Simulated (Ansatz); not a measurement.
Geometry optimisation, RHF/def2-SVP in Ansatz.

Input:

```yaml
crystal:
  periodic: [false, false, false]
  atoms:
    - { symbol: Ge, position_ang: [0.0, 0.0, 0.0] }
    - { symbol: Cl, position_ang: [0.0, 0.0, 2.57] }
    - { symbol: H, position_ang: [1.4616, 0.0, -0.5162] }
    - { symbol: F, position_ang: [-0.7913, 1.3709, -0.5594] }
    - { symbol: H, position_ang: [-0.73, -1.2648, -0.5162] }
    - { symbol: H, position_ang: [-1.7556, 0.0056, 0.5833] }
    - { symbol: H, position_ang: [-1.4971, 0.0048, 1.5533] }
basis:
  gaussian: { orbitals: def2-SVP }
hamiltonian:
  xc: hf
relax:
  f_tol: 0.15
  max_steps: 25
  restrain:
    - { distance: [0, 5], at: 1.55, k: 30.0 }
    - { distance: [6, 1], at: 1.37, k: 30.0 }
    - { distance: [0, 1], at: 3.42, k: 30.0 }
    - { distance: [6, 5], at: 1.86, k: 30.0 }
```

Command:

```bash
$ ansatz run input.yaml --threads 1 --pin off --max-ram 2048MiB --backend cpu --events-out ev --progress --plain --runs-dir out
```

Where does it end, and by what steps?

The forces met the threshold. The restraints hold the end off the free minimum. After 16 steps the energy has fallen by 2.831 eV (the restraints' own energy left out); F4 moved furthest, 1.35 Å. Joined: Cl2–H7 (1.81 → 1.32 Å).

```
step  energy less start (eV)  largest force component (eV/Å)  accepted
   0                  0.0000                           4.453       yes
   1                  1.4402                           3.558       yes
   2                  1.2609                           3.289       yes
   3                  0.0840                           2.314       yes
   4                 -1.1109                           1.456       yes
   5                 -1.8928                           1.174       yes
   6                 -2.4280                           1.340       yes
   7                 -2.6886                           1.458       yes
   8                 -2.7443                           1.417       yes
   9                 -2.7082                           1.896        no
  10                 -2.7616                           1.389       yes
  11                 -2.7739                           1.401       yes
  12                 -2.7856                           1.389       yes
  13                 -2.8269                           1.059       yes
  14                 -2.8341                           1.082        no
  15                 -2.8226                           1.209       yes
  16                 -2.8311                           1.063       yes
```

```xyz
7
Properties=species:S:1:pos:R:3
Ge -0.362 0.154 -0.366
Cl -0.234 -0.875 2.899
H 1.057 0.586 -0.022
F -0.772 0.951 -1.846
H -0.511 -1.339 -0.621
H -1.382 0.660 0.675
H -1.108 -0.021 2.396
```

Run time: 18 s on 1 thread of Intel(R) Xeon(R) 6975P-C (Granite Rapids), on a shared host, peak memory 0.17 GiB.
